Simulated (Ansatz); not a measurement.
Consider the cleavage of the Si–Sn bond: `[CH3][SnH2][SiH3]` + `[SH][SnH3]` → `[SiH3][S][SnH3]` + `[CH3][SnH3]`.

Gas-phase electronic energies from Ansatz, PBE0-D4/def2-TZVP geometries. CCSD(T)/CBS adds triple-zeta CCSD(T) − MP2 to the extrapolated MP2 energy (def2 sets, frozen cores). DFT in def2-TZVPP. Elements past krypton have def2 core potentials. For Sn outer-core shells are correlated without core-valence functions, which leaves a few kJ/mol of doubt a bond.

`[CH3][SnH2][SiH3]`:

Cartesian coordinates in Å:
```
C 1.892 0.351 -0.270
Sn 0.134 -0.878 -0.307
Si -1.911 0.427 0.522
H 2.750 -0.222 -0.622
H 1.753 1.217 -0.916
H 2.085 0.692 0.747
H -0.128 -1.430 -1.908
H 0.394 -2.254 0.679
H -2.143 1.620 -0.337
H -3.134 -0.418 0.496
H -1.691 0.895 1.918
```

`[SH][SnH3]`:

Z-matrix (Å, degrees):
```
Sn
S 1 2.406
H 1 1.706 2 109.4
H 1 1.701 2 104.7 3 119.6
H 1 1.706 2 109.5 3 -120.9
H 2 1.343 1 93.9 3 59.9
```

`[SiH3][S][SnH3]`:

```xyz
9

Si   -0.749   -0.997   -1.176
S     1.242   -0.323   -0.836
Sn    0.843    0.993    1.141
H    -1.259   -1.786   -0.023
H    -0.709   -1.853   -2.387
H    -1.677    0.143   -1.400
H     2.364    1.624    1.565
H     0.217   -0.025    2.356
H    -0.272    2.225    0.761
```

`[CH3][SnH3]`:

Cartesian coordinates in Å:
```
C 0.639 -0.492 -0.820
Sn -0.550 0.423 0.705
H 0.678 -1.570 -0.665
H 1.653 -0.093 -0.791
H 0.207 -0.291 -1.800
H -2.139 -0.206 0.668
H 0.129 0.115 2.243
H -0.619 2.113 0.461
```

```json
{"level": "PBE0-D4", "ΔE (eV)": "-0.33"}
{"level": "r2SCANh-D4", "ΔE (eV)": "-0.37"}
{"level": "LC-ωPBE", "ΔE (eV)": "-0.36"}
{"level": "CCSD(T)/def2-SVP", "ΔE (eV)": "-0.31"}
```

Q: What does CCSD(T)/CBS give? (Best estimate.)

A: The calculation gave: -0.36 eV. The listed levels differ from it by 0.03, -0.01, 0.00, 0.05 eV.

Largest T1 diagnostic among the species: 0.013.

From PBE to PBE0 (25 % exact exchange), in def2-TZVPP and without D4, ΔE moves by −0.04 eV. Leaving LDA and LC-ωPBE aside and taking each functional with its dispersion term where it has one, the values, not all of them listed here, spread over 0.15 eV, from B97M-V to PBE-D4.
